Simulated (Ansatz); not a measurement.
8 gas-phase steps of d-block species, written in SMILES but for small gases and atoms, in each of which an atom or small radical leaves or joins (small partners taken up: none; given off: halogen). Reaction energies in eV, right side less left side, on B3LYP-D3(BJ)/def2-TZVP stationary points reached from drawn starts (curvature not checked).

```
row                                                                                                        step  r2SCAN/def2-TZVPP  wB97M-V/def2-TZVPP
---  ----------------------------------------------------------------------------------------------------------  -----------------  ------------------
1         [O]=[Mo]([Cl])([Cl])([Cl])[Cl] → [O]=[Mo]([Cl])([Cl])[Cl] (multiplicity 2) + Cl atom (multiplicity 2)               2.48                1.95
2                                           [Cl][Cu][Cl] (multiplicity 2) → [Cl][Cu] + Cl atom (multiplicity 2)               3.01                   ?
3                     [Cl][Zr]([Cl])([Cl])[Cl] → [Cl][Zr]([Cl])[Cl] (multiplicity 2) + Cl atom (multiplicity 2)               5.05                4.97
4                                 [O]=[Zr]([Cl])[Cl] → [O]=[Zr][Cl] (multiplicity 2) + Cl atom (multiplicity 2)               5.10                5.21
5    [F][W]([F])([F])([F])[F] (multiplicity 2) → [F][W]([F])([F])[F] (multiplicity 3) + F atom (multiplicity 2)               5.39                5.22
6                             [F][Ti]([F])([F])[F] → [F][Ti]([F])[F] (multiplicity 2) + F atom (multiplicity 2)               6.08                5.63
7            [F][Ta]([F])([F])[F] (multiplicity 2) → [F][Ta]([F])[F] (multiplicity 3) + F atom (multiplicity 2)               6.43                6.36
8                      [F][Ti]([F])[F] (multiplicity 2) → [F][Ti][F] (multiplicity 3) + F atom (multiplicity 2)               6.48                6.33
```

No zero-point or thermal terms; singlets are restricted closed shells; open shells are unrestricted; no spin–orbit coupling. The spin states of the d-block species are the ones drawn and need not be the lowest.

The values were computed with Ansatz (Gaussian basis). Each number belongs to the level named beside it. Elements past Kr take the def2 small-core potentials, without spin–orbit coupling.

The rows were drawn at random from the listed steps of this kind that kept their bonds on relaxing, hold no state known to be excited and show no strong spin contamination (nor T1 past 0.05 where coupled cluster ran); restricted singlets weren't searched for lower solutions, and sets that span under 5 kcal/mol aren't shown. They stand in the order of the third column.

**Question.** Fit a straight line y = a + b·x through the complete rows, with x the r2SCAN/def2-TZVPP and y the wB97M-V/def2-TZVPP value, and use it for row 2. How does it compare with the computed value?

**Answer.** Means over the 7 complete rows: x 5.287, y 5.096. Σ(x − x̄)(y − ȳ) = 12.193 and Σ(x − x̄)² = 11.340, so b = 1.075 and a = 5.096 − 1.075 × (5.287) = -0.588 eV. The residuals have rms 0.184 and median size 0.128 eV; without the fit y − x has mean -0.191 and median -0.150 eV. For row 2 the line gives -0.588 + 1.075 × (3.01) = 2.65 eV. The computed wB97M-V/def2-TZVPP value is 2.33 eV, 0.32 eV below the line. Taking y = x would miss by 0.68 eV, so here the line does better. wB97M-V/def2-TZVPP is a functional with errors of its own, not an exact or measured value.

Ansatz is a first-principles code.
